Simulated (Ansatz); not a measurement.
```yaml
crystal:
  periodic: [false, false, false]
  atoms:
    - {symbol: N, position_ang: [-0.336920, -1.655563, 1.107880]}
    - {symbol: C, position_ang: [-0.040726, -0.511400, 0.468159]}
    - {symbol: C, position_ang: [1.090393, 0.265668, 0.768611]}
    - {symbol: Ga, position_ang: [1.156161, 1.889700, -0.382151]}
    - {symbol: O, position_ang: [-0.250593, 1.504618, -1.500498]}
    - {symbol: Si, position_ang: [-1.063017, 0.154769, -1.055977]}
    - {symbol: H, position_ang: [0.236928, -2.013184, 1.768637]}
    - {symbol: H, position_ang: [-1.130548, -2.243714, 0.705752]}
    - {symbol: H, position_ang: [1.700131, 0.087815, 1.577230]}
    - {symbol: H, position_ang: [1.947389, 3.137371, -0.653485]}
    - {symbol: H, position_ang: [-1.047132, -0.893526, -2.130529]}
    - {symbol: H, position_ang: [-2.478469, 0.331023, -0.597295]}
basis:
  gaussian: {orbitals: def2-SVP, final_grid: {core_spheres: 8, valence_spheres: 7, degree: 23}, point_charges: [{charge: 1.00, position_ang: [5.049, -0.635, 0.064]}]}
hamiltonian: {xc: {name: rPW86-PBE}, dispersion: rvv10}
accuracy: high
output: {forces: true}
```

```sh
$ ansatz run in.yaml --threads 2 --pin off --events-out ev --progress --plain --max-ram 20480MiB --backend cpu
```

Output, abridged:

```
Functional definition: rPW86-PBE+rVV10
3079 factors; integrals over basis functions are off by at most 1.1e-8 eV
mean field evaluation 1: about -65965.5543 eV, gradient 9.8e1 eV
mean field evaluation 2: about -65865.3721 eV, gradient 2.1e2 eV
mean field evaluation 4: about -65982.9695 eV, gradient 3.2e1 eV
mean field evaluation 8: about -65985.4734 eV, gradient 9.5e-1 eV
mean field evaluation 16: about -65985.4769 eV, gradient 5.7e-4 eV
mean field -65985.47688336 eV, -2424.9215489008 hartree, gradient 3.5e-8 eV, S^2 0.000000; 0 other end points of the search recorded, 0 dependent functions left out
reference -65985.47689870 eV, -2424.9215494646 hartree; 39, 39 occupied and 97, 97 virtual orbitals, 3079 factors
Total energy: -65985.47689870 eV, -2424.9215494646 hartree
Atom 0 at    -0.336920    -1.655563     1.107880 Å, force    -4.318296     0.255604    -3.664152 eV/Å
Atom 1 at    -0.040726    -0.511400     0.468159 Å, force     1.336792     0.887121    -0.399131 eV/Å
Atom 2 at     1.090393     0.265668     0.768611 Å, force    -2.085491     1.288202    -3.026225 eV/Å
Atom 3 at     1.156161     1.889700    -0.382151 Å, force    -0.362261    -1.370326     0.841574 eV/Å
Atom 4 at    -0.250593     1.504618    -1.500498 Å, force     0.044832     0.793575    -0.431898 eV/Å
Atom 5 at    -1.063017     0.154769    -1.055977 Å, force    -0.369509    -1.011940     0.402734 eV/Å
Atom 6 at     0.236928    -2.013184     1.768637 Å, force     2.305872    -1.739064     2.957018 eV/Å
Atom 7 at    -1.130548    -2.243714     0.705752 Å, force     1.335450     0.710301     1.045540 eV/Å
Atom 8 at     1.700131     0.087815     1.577230 Å, force     1.720402    -0.735725     2.497891 eV/Å
Atom 9 at     1.947389     3.137371    -0.653485 Å, force     0.551315     0.769660    -0.167583 eV/Å
Atom 10 at    -1.047132    -0.893526    -2.130529 Å, force     0.017532    -0.054352    -0.015677 eV/Å
Atom 11 at    -2.478469     0.331023    -0.597295 Å, force    -0.028670     0.154283    -0.024878 eV/Å
Dipole moment:    -0.400865    -0.549338     0.395109 e Å
```

It took 24 s on 2 threads of an AMD EPYC 7R13 on a shared host, with 0.65 GiB of host memory at the peak.
